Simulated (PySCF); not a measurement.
**Two-component Hartree-Fock for I³³⁺ (iodine, charge +33)**

Start: [Ar] 3d2; 3d3/2 filled at m_j = +1/2, +3/2. Calculated with PySCF 2.14 in an even-tempered Gaussian basis (16 s from 5.9 bohr⁻², ratio 2.8; 12 p from 7.6 bohr⁻², ratio 2.8; 8 d from 7.6 bohr⁻², ratio 2.8; 3 f from 24 bohr⁻², ratio 3): generalised Hartree-Fock with the X2C-1e Hamiltonian and a Gaussian nucleus; one run each with spin-orbit coupling (SO) switched off, then screened by Boettger's factors.

| spinor shell | electrons | ε, spin-free (eV) | ε, screened SO (eV) | weight of nominal j (screened SO) | rms radius, screened SO (bohr) |
| --- | --- | --- | --- | --- | --- |
| 1s1/2 | 2 | -34991.2 | -34986.8 | 1.000 | 0.0311 |
| 2s1/2 | 2 | -6861.4 | -6859.5 | 1.000 | 0.126 |
| 2p1/2 | 2 | -6325.3 | -6540.0 | 1.000 | 0.108 |
| 2p3/2 | 4 | -6325.3 | -6226.9 | 1.000 | 0.113 |
| 3s1/2 | 2 | -2467.5 | -2466.9 | 1.000 | 0.313 |
| 3p1/2 | 2 | -2286.6 | -2341.9 | 0.996 | 0.302 |
| 3p3/2 | 4 | -2286.6 | -2260.9 | 0.998 | 0.312 |
| 3d3/2 | 2 | -2088.9 | -2095.5 | 0.986 | 0.272 |

```csv
quantity,spin-free,screened SO
E (hartree),-6316.86478,-6319.57045
M_J,2,2
⟨J²⟩,8.001,6.087
⟨L²⟩,12.001,10.573
⟨S²⟩,2.000,1.594
```

Each row is a mean over spinors that exchange with the open shell spreads, by up to 21.549 eV (3p1/2).

⟨J²⟩ departs a little from M_J(M_J + 1) because the unrestricted spinors polarise the closed shells.

Breit and QED terms are absent; they matter most for the inner s and p1/2 levels.

Densities and radii are taken from the X2C orbitals without a picture-change correction, which distorts them close to the nucleus.

Without spin-orbit coupling the j labels of p, d and f shells carry no meaning; the spin-free column gives the mean over the occupied spinors of each nl shell, and its ⟨J²⟩ belongs to a mixture of degenerate components.
